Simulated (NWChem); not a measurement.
System: GeSiH5F; SMILES F[SiH2][GeH3]

The following NWChem deck was run.

```
start job
memory heap 200 mb stack 900 mb global 1100 mb
geometry units angstroms
  Si    -1.322442     0.239586     0.213082
  F     -1.916220    -0.869606    -0.789866
  Ge     0.996916     0.112048     0.103703
  H     -1.880200    -0.125336     1.508514
  H     -1.873428     1.492376    -0.286618
  H      1.677475     1.443946     0.196462
  H      1.638071    -0.678733     1.203904
  H      1.559743    -0.492243    -1.145306
end
basis spherical
  * library def2-svp
end
dft
  xc pbe0
  iterations 150
end
driver
  maxiter 120
end
task dft optimize
task dft freq
```

Output (shortened):

```
             Northwest Computational Chemistry Package (NWChem) 7.3.0
             --------------------------------------------------------

 C1  symmetry detected

                             Geometry "geometry" -> ""
                             -------------------------

 Output coordinates in angstroms (scale by  1.889725989 to convert to a.u.)

  No.       Tag          Charge          X              Y              Z
 ---- ---------------- ---------- -------------- -------------- --------------
    1 Si                  14.0000     0.56939081    -1.18253243     0.00000107
    2 F                    9.0000    -0.76477722    -2.08185407    -0.00041519
    3 Ge                  32.0000    -0.08982616     1.04750887    -0.00004779
    4 H                    1.0000     1.27181600    -1.59768190    -1.20691893
    5 H                    1.0000     1.26843056    -1.59605727     1.20959153
    6 H                    1.0000     0.79150639     1.93514990     0.82521787
    7 H                    1.0000    -0.07997268     1.70848926    -1.34535979
    8 H                    1.0000    -1.46581934     1.32195680     0.52272027

 Effective nuclear repulsion energy (a.u.)     261.6973569732

                                Z-matrix (autoz)
                                --------

 Units are Angstrom for bonds and degrees for angles

      Type          Name      I     J     K     L     M      Value
      ----------- --------  ----- ----- ----- ----- ----- ----------
    1 Stretch                  1     2                       1.60897
    2 Stretch                  1     3                       2.32544
    3 Stretch                  1     4                       1.45685
    4 Stretch                  1     5                       1.45697
    5 Stretch                  3     6                       1.49857
    6 Stretch                  3     7                       1.49895
    7 Stretch                  3     8                       1.49732
    8 Bend                     1     3     6               113.65917
    9 Bend                     1     3     7               114.89950
   10 Bend                     1     3     8               115.86660
   11 Bend                     2     1     3               107.51462
   12 Bend                     2     1     4               103.90497
   13 Bend                     2     1     5               103.85216
   14 Bend                     3     1     4               114.20097
   15 Bend                     3     1     5               114.09246
   16 Bend                     4     1     5               112.05958
   17 Bend                     6     3     7               103.24980
   18 Bend                     6     3     8               103.86424
   19 Bend                     7     3     8               103.80192
   20 Torsion                  2     1     3     6         143.05678
   21 Torsion                  2     1     3     7         -98.30771
   22 Torsion                  2     1     3     8          22.84728
   23 Torsion                  4     1     3     6        -102.22795
   24 Torsion                  4     1     3     7          16.40755
   25 Torsion                  4     1     3     8         137.56254
   26 Torsion                  5     1     3     6          28.46635
   27 Torsion                  5     1     3     7         147.10186
   28 Torsion                  5     1     3     8         -91.74315

                           NWChem Geometry Optimization
                           ----------------------------

 maximum gradient threshold         (gmax) =   0.000450
 rms gradient threshold             (grms) =   0.000300
 maximum cartesian step threshold   (xmax) =   0.001800
 rms cartesian step threshold       (xrms) =   0.001200
 fixed trust radius                (trust) =   0.300000
 source of zmatrix                         =   autoz

          -------------------
          Energy Minimization
          -------------------

 Using diagonal initial Hessian
 Scaling for Hessian diagonals: bonds = 1.00  angles = 0.25  torsions = 0.10

          --------
          Step   0

                                 NWChem DFT Module
                                 -----------------

 Summary of "ao basis" -> "ao basis" (spherical)
 ------------------------------------------------------------------------------
       Tag                 Description            Shells   Functions and Types
 ---------------- ------------------------------  ------  ---------------------
 Si                         def2-svp                 8       18   4s3p1d
 F                          def2-svp                 6       14   3s2p1d
 Ge                         def2-svp                12       32   5s4p3d
 H                          def2-svp                 3        5   2s1p

            General Information
            -------------------
          SCF calculation type: DFT
          Wavefunction type:  closed shell.
          No. of atoms     :     8
          No. of electrons :    60
           Alpha electrons :    30
            Beta electrons :    30
          Charge           :     0
          Spin multiplicity:     1
          Use of symmetry is: off; symmetry adaption is: off
          Maximum number of iterations: 150
          AO basis - number of functions:    89
                     number of shells:    41
          Convergence on energy requested:  1.00D-06
          Convergence on density requested:  1.00D-05
          Convergence on gradient requested:  5.00D-04

              XC Information
              --------------
                         PBE0 Method XC Functional
                     Hartree-Fock (Exact) Exchange  0.250
          PerdewBurkeErnzerhof Exchange Functional  0.750
            Perdew 1991 LDA Correlation Functional  1.000 local
           PerdewBurkeErnz. Correlation Functional  1.000 non-local

             Grid Information
             ----------------
          Grid used for XC integration:  medium
          Radial quadrature: Mura-Knowles
          Angular quadrature: Lebedev.
          Tag              B.-S. Rad. Rad. Pts. Rad. Cut. Ang. Pts.
          ---              ---------- --------- --------- ---------
          Si                  1.10       88          10.0       590
          F                   0.50       49          11.0       434
          Ge                  1.25      112          10.0       590
          H                   0.35       45          11.0       434
          Grid pruning is: on
          Number of quadrature shells:   474
          Spatial weights used:  Erf1

      Superposition of Atomic Density Guess
      -------------------------------------

 Sum of atomic energies:       -2465.57094111

      Non-variational initial energy
      ------------------------------

 Total energy =   -2466.457064
 1-e energy   =   -3958.164457
 2-e energy   =    1230.010036
 HOMO         =      -0.334876
 LUMO         =       0.019457

   convergence    iter        energy       DeltaE   RMS-Dens  Diis-err
 ---------------- ----- ----------------- --------- --------- ---------
 d= 0,ls=0.0,diis     1  -2468.4012480175 -2.73D+03  1.35D-02  4.73D-01
 d= 0,ls=0.0,diis     2  -2468.3834658378  1.78D-02  6.86D-03  8.60D-01
 d= 0,ls=0.0,diis     3  -2468.4595902321 -7.61D-02  9.73D-04  1.30D-02
 d= 0,ls=0.0,diis     4  -2468.4605391551 -9.49D-04  3.07D-04  8.76D-04
 d= 0,ls=0.0,diis     5  -2468.4606491298 -1.10D-04  6.12D-05  2.58D-05
  Resetting Diis
 d= 0,ls=0.0,diis     6  -2468.4606530559 -3.93D-06  1.14D-05  1.34D-06
 d= 0,ls=0.0,diis     7  -2468.4606531738 -1.18D-07  5.95D-06  1.93D-07

         Total DFT energy =    -2468.460653173816
      One electron energy =    -3959.924401150428
           Coulomb energy =     1341.661930728936
    Exchange-Corr. energy =     -111.895539725571
 Nuclear repulsion energy =      261.697356973247

 Numeric. integr. density =       59.999995404314

                       DFT Final Molecular Orbital Analysis
                       ------------------------------------

[...]

      ----------------------
      Optimization converged
      ----------------------

  Step       Energy      Delta E   Gmax     Grms     Xrms     Xmax
  ---- ---------------- -------- -------- -------- -------- --------
@   13   -2468.46865087 -2.0D-08  0.00001  0.00000  0.00051  0.00115
                                     ok       ok       ok       ok

                                Z-matrix (autoz)
                                --------

 Units are Angstrom for bonds and degrees for angles

      Type          Name      I     J     K     L     M      Value     Gradient
      ----------- --------  ----- ----- ----- ----- ----- ---------- ----------
    1 Stretch                  1     2                       1.63186    0.00000
    2 Stretch                  1     3                       2.37937    0.00000
    3 Stretch                  1     4                       1.49210    0.00001
    4 Stretch                  1     5                       1.49209    0.00001
    5 Stretch                  3     6                       1.54132    0.00001
    6 Stretch                  3     7                       1.53899   -0.00000
    7 Stretch                  3     8                       1.53897   -0.00001
    8 Bend                     1     3     6               109.43069   -0.00000
    9 Bend                     1     3     7               110.65207    0.00000
   10 Bend                     1     3     8               110.63560   -0.00000
   11 Bend                     2     1     3               108.61214    0.00000
   12 Bend                     2     1     4               108.00058   -0.00000
   13 Bend                     2     1     5               108.00368   -0.00000
   14 Bend                     3     1     4               111.37722    0.00000
   15 Bend                     3     1     5               111.36229    0.00000
   16 Bend                     4     1     5               109.36368   -0.00000
   17 Bend                     6     3     7               108.62374   -0.00000
   18 Bend                     6     3     8               108.62472    0.00000
   19 Bend                     7     3     8               108.82265   -0.00000
   20 Torsion                  2     1     3     6         179.91547    0.00000
   21 Torsion                  2     1     3     7         -60.42442    0.00000
   22 Torsion                  2     1     3     8          60.26437    0.00000
   23 Torsion                  4     1     3     6         -61.26858   -0.00000
   24 Torsion                  4     1     3     7          58.39152   -0.00000
   25 Torsion                  4     1     3     8         179.08032   -0.00000
   26 Torsion                  5     1     3     6          61.10468   -0.00000
   27 Torsion                  5     1     3     7        -179.23522   -0.00000
   28 Torsion                  5     1     3     8         -58.54642   -0.00000

                         Geometry "geometry" -> "geometry"
                         ---------------------------------

 Output coordinates in angstroms (scale by  1.889725989 to convert to a.u.)

  No.       Tag          Charge          X              Y              Z
 ---- ---------------- ---------- -------------- -------------- --------------
    1 Si                  14.0000     0.51834343    -1.19722060     0.01306060
    2 F                    9.0000    -0.75914937    -2.08463823    -0.48035752
    3 Ge                  32.0000    -0.10295138     1.09957920     0.00234552
    4 H                    1.0000     1.65054328    -1.45875600    -0.92293620
    5 H                    1.0000     0.89419243    -1.65221193     1.38347840
    6 H                    1.0000     1.09100011     1.95589923     0.46802372
    7 H                    1.0000    -0.50536493     1.54641894    -1.41430096
    8 H                    1.0000    -1.28586520     1.34590855     0.95547547

 Effective nuclear repulsion energy (a.u.)     256.0946366228

                Final and change from initial internal coordinates
                --------------------------------------------------

                                Z-matrix (autoz)
                                --------

 Units are Angstrom for bonds and degrees for angles

[...]

 Rotational Constants
 --------------------
 A=   0.497400 cm-1  (  0.715632 K)
 B=   0.072671 cm-1  (  0.104555 K)
 C=   0.066480 cm-1  (  0.095648 K)

 Temperature                      =   298.15K
 frequency scaling parameter      =   1.0000

 Zero-Point correction to Energy  =   27.107 kcal/mol  (  0.043198 au)
 Thermal correction to Energy     =   30.756 kcal/mol  (  0.049013 au)
 Thermal correction to Enthalpy   =   31.348 kcal/mol  (  0.049956 au)

 Total Entropy                    =   77.403 cal/mol-K
   - Translational                =   40.387 cal/mol-K (mol. weight = 125.9364)
   - Rotational                   =   25.998 cal/mol-K (symmetry #  =        1)
   - Vibrational                  =   11.018 cal/mol-K

 Cv (constant volume heat capacity) =   19.318 cal/mol-K
   - Translational                  =    2.979 cal/mol-K
   - Rotational                     =    2.979 cal/mol-K
   - Vibrational                    =   13.359 cal/mol-K

[normal modes left out]

 ----------------------------------------------------------------------------
 Normal Eigenvalue ||           Projected Infra Red Intensities
  Mode   [cm**-1]  || [atomic units] [(debye/angs)**2] [(KM/mol)] [arbitrary]
 ------ ---------- || -------------- ----------------- ---------- -----------
    1       -0.000 ||    0.000227           0.005         0.221       0.043
    2       -0.000 ||    0.000004           0.000         0.003       0.001
    3       -0.000 ||    0.000078           0.002         0.076       0.015
    4       -0.000 ||    0.000872           0.020         0.850       0.165
    5       -0.000 ||    0.000114           0.003         0.111       0.022
    6        0.000 ||    0.000589           0.014         0.574       0.112
    7       93.265 ||    0.000605           0.014         0.590       0.115
    8      146.783 ||    0.006165           0.142         6.010       1.168
    9      350.594 ||    0.004440           0.102         4.329       0.841
   10      353.059 ||    0.021777           0.502        21.230       4.126
   11      473.083 ||    0.019071           0.440        18.592       3.613
   12      585.847 ||    0.002163           0.050         2.108       0.410
   13      739.420 ||    0.023722           0.547        23.125       4.494
   14      784.129 ||    0.315941           7.289       307.995      59.860
   15      853.575 ||    0.025025           0.577        24.396       4.741
   16      878.788 ||    0.011488           0.265        11.199       2.177
   17      884.057 ||    0.034508           0.796        33.640       6.538
   18      917.040 ||    0.196347           4.530       191.409      37.201
   19      951.991 ||    0.114162           2.634       111.291      21.630
   20     2148.297 ||    0.073737           1.701        71.883      13.971
   21     2159.312 ||    0.090080           2.078        87.815      17.067
   22     2162.978 ||    0.090863           2.096        88.578      17.215
   23     2239.521 ||    0.098665           2.276        96.184      18.694
   24     2248.849 ||    0.136074           3.139       132.651      25.781
 ----------------------------------------------------------------------------
```

Level: PBE0/def2-SVP.
